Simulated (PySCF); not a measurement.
C7H6O2, SMILES O=Cc1ccc(O)cc1 (GFN2-xTB optimised geometry):

```
15

O      3.330    -0.970     0.001
C      2.629     0.012     0.000
C      1.167     0.012     0.000
C      0.450     1.210     0.000
C     -0.926     1.203     0.001
C     -1.617    -0.010     0.002
O     -2.968     0.028     0.003
C     -0.908    -1.211     0.001
C      0.469    -1.198     0.000
H      3.074     1.028     0.001
H      0.983     2.150     0.000
H     -1.495     2.119     0.001
H     -3.330    -0.867     0.005
H     -1.446    -2.150     0.001
H      1.033    -2.118     0.000
```

Calculation: CAM-B3LYP/def2-TZVP (PySCF).

What are the frontier orbital energies and the dipole moment?

HOMO-2 -9.16 eV, HOMO-1 -8.87 eV, HOMO -8.21 eV, LUMO -0.54 eV, LUMO+1 0.41 eV; dipole moment 3.40 D.

Meta-Löwdin charges at CAM-B3LYP/def2-TZVP: O1 -0.42, C2 0.27, C3 -0.07, C4 -0.09, C5 -0.16, C6 0.25, O7 -0.46, C8 -0.18, C9 -0.07, H10 0.07, H11 0.12, H12 0.13, H13 0.35, H14 0.12, H15 0.14.
